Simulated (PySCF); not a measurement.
**Structure from NMR data**

Molecular formula: C6H11N. Simulated spectra:

¹H NMR (400 MHz, computed): δ 2.87 (d, J = 9.3 Hz, 2H), 2.69 (m, 2H), 2.52 (m, 2H), 2.11 (m, 2H), 1.67 (m, 2H), 0.48 (br s, 1H).

¹³C{¹H} NMR (computed): δ 55.8 (CH2), 40.4 (CH), 28.5 (CH2).

Method: J couplings at B3LYP/pcJ-1 (spin–dipole term only in couplings to heteroatoms), coordinates at the PBE0-D3(BJ)/def2-SVP level, GIAO KT3/pcSseg-1 shieldings, in PySCF 2.14.0 with density-fitted response routines (no solvent, one conformer, rapidly exchanging positions averaged, non-relativistic Hamiltonian).

Shifts are taken against calculated references (same method and geometry level): TMS for ¹H (σref 31.32) and ¹³C (σref 182.31).

**Question.** Choose the structure that fits.
A. C1CC(N2CC2)C1
B. C1C[C@H]2CNC[C@@H]12
C. C1C[C@H]2CC[C@@H]1N2

**Answer.** B. 

- The formula gives 2 degrees of unsaturation (2 rings in the answer).
- 3 carbon signals for 6 carbons: some carbons are equivalent by symmetry or fast rotation.
- Carbon types of the structure: 2 × CH, 4 × CH2, leaving 1 H on heteroatoms.
- δC 55.8: sp3 CH2 bonded to N; the inductive effect lowers its shielding.
- δC 40.4: sp3 CH in a ring; a saturated carbon with 3 carbon neighbours and no heteroatom attached.
- δC 28.5: sp3 CH2 in a ring; aliphatic region, no heteroatom directly attached.
- δH 2.87, 2.69: hydrogen on an sp3 CH2 bonded to N; its carbon carries N, which withdraws density.
- δH 0.48: hydrogen on an amine nitrogen; labile proton, position sensitive to the medium.

The others: C1CC(N2CC2)C1 would give 4 carbon signals, not 3; C1C[C@H]2CC[C@@H]1N2 would give 2 carbon signals, not 3.

Exchangeable OH/NH protons stand at their gas-phase positions; hydrogen bonding in a real sample shifts them, mostly to higher δ. Splittings below 1 Hz are ignored in the labels, and close J values are merged. Couplings among chemically equivalent protons are left out too, so labels in AA′BB′ or AA′XX′ sets are apparent multiplicities. Unscaled 3J(H,H) at this level run about 10 % above measured values. Shifts are as computed, not scaled to solution data. Of 1211 compounds with measured shifts, 218 miss one by over three times the rms of a fit or turn the order of signals round; such compounds aren't used in these exercises. Couplings to exchangeable protons are dropped.
